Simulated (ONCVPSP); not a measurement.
## Scattering properties, ONCV potential for Fe (Z = 26)

```
Element                 : iron
Generator               : ONCVPSP 4.0.1
Type                    : optimised norm-conserving Vanderbilt (ONCV)
Functional              : PW91
Relativity              : scalar-relativistic
Frozen core             : [Ne]
Valence charge          : 16
Reference configuration : 3s2 3p6 3d6 4s2
Partial waves           : 3s+4s: rc 1.55 bohr, ncon 4, nbas 8, qcut 7.3 1/bohr, 2 projectors; 3p: rc 1.10 bohr, ncon 4, nbas 9, qcut 14.8 1/bohr, 2 projectors, debl 0.7 Ha; 3d: rc 1.50 bohr, ncon 5, nbas 9, qcut 10.5 1/bohr, 1 projector
Local potential         : polynomial inside 1.00 bohr (lpopt 3, dvloc0 -1 Ha)
Core correction         : polynomial model core, fcfact 0.6
```

In the p channel the program set the typed energies aside and used -2.208, 0.250 Ha.

The phase is arctan(r·R′/R) of the radial function R(r), unwrapped; energies in Ha, scanned from -5 to 5 Ha. A pole is an energy at which the radial function vanishes at the test radius. The pseudo phase is shifted by a multiple of π to meet the all-electron one at the reference energy, and phase errors are pseudo minus all-electron; the curves can meet again beyond the range given. Levels narrower than the energy grid can be missing from the lists of poles.

For each channel, where are the poles, and over which energies does the pseudopotential scatter like the atom?

| channel | radius (bohr) | reference energy (Ha) | poles, all-electron | poles, pseudo | unbroken range about the reference energy with phases within 0.05 rad | phase error 1 Ha above the reference energy (rad) |
| --- | --- | --- | --- | --- | --- | --- |
| s | 1.57 | -0.20 | -3.23 | -3.23 | the whole range | -0.001 |
| p | 1.12 | -2.21 | -0.21 | -0.21 | the whole range | -0.000 |
| d | 1.53 | -0.28 | 0.33 | 0.34 | below 1.5 | +0.013 |

Phases in the s channel:

```csv
E (Ha),all-electron,pseudo
-4.96,1.206,1.206
-4.72,1.168,1.168
-4.48,1.109,1.109
-4.24,1.004,1.004
-4.00,0.752,0.752
-3.76,-0.159,-0.159
-3.52,-1.233,-1.233
-3.28,-1.538,-1.538
-3.04,-1.661,-1.661
-2.80,-1.732,-1.732
-2.56,-1.784,-1.784
-2.32,-1.827,-1.827
-2.08,-1.866,-1.867
-1.84,-1.906,-1.907
-1.60,-1.949,-1.949
-1.36,-1.997,-1.997
-1.12,-2.053,-2.053
-0.88,-2.120,-2.120
-0.64,-2.205,-2.205
-0.40,-2.315,-2.315
-0.16,-2.461,-2.461
0.08,-2.656,-2.656
0.32,-2.909,-2.909
0.56,-3.208,-3.208
0.80,-3.509,-3.509
1.04,-3.766,-3.767
1.28,-3.965,-3.966
1.52,-4.112,-4.114
1.76,-4.223,-4.225
2.00,-4.307,-4.309
2.24,-4.373,-4.375
2.48,-4.425,-4.428
2.72,-4.468,-4.471
2.96,-4.504,-4.507
3.20,-4.534,-4.537
3.44,-4.560,-4.564
3.68,-4.583,-4.587
3.92,-4.604,-4.608
4.16,-4.622,-4.627
4.40,-4.639,-4.644
4.64,-4.654,-4.660
4.88,-4.668,-4.676
```
